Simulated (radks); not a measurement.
Coulomb parameter of the 4d shell of the zirconium ion Zr+ in the model configuration [Kr] 4d2 5s1, as a second difference U = [E(n + 0.5) + E(n - 0.5) - 2 E(n)] / (0.5)^2 with all orbitals relaxed. "Bare": the charge of the atom changes with n. "Screened": the 5s shell takes up the change at fixed total charge, which measures U(4d,4d) + U(5s,5s) - 2 U(4d,5s). Method: scalar-relativistic Kohn-Sham, PBE, spin-unpolarised, spherical densities, point nucleus; computed with a radial shooting solver on a logarithmic mesh with Libxc functionals.

| case | configuration | E - E(n) (eV) |
|---|---|---|
| start | [Kr] 4d2 5s1 | 0.000 |
| bare +0.5 | [Kr] 4d2.5 5s1 | -3.930 |
| bare -0.5 | [Kr] 4d1.5 5s1 | 6.141 |
| screened +0.5 | [Kr] 4d2.5 5s0.5 | 0.090 |
| screened -0.5 | [Kr] 4d1.5 5s1.5 | 0.138 |

U(bare) = 8.841 eV, U(screened by 5s) = 0.910 eV, against the Slater integral F0(4d,4d) = 11.622 eV with frozen orbitals.
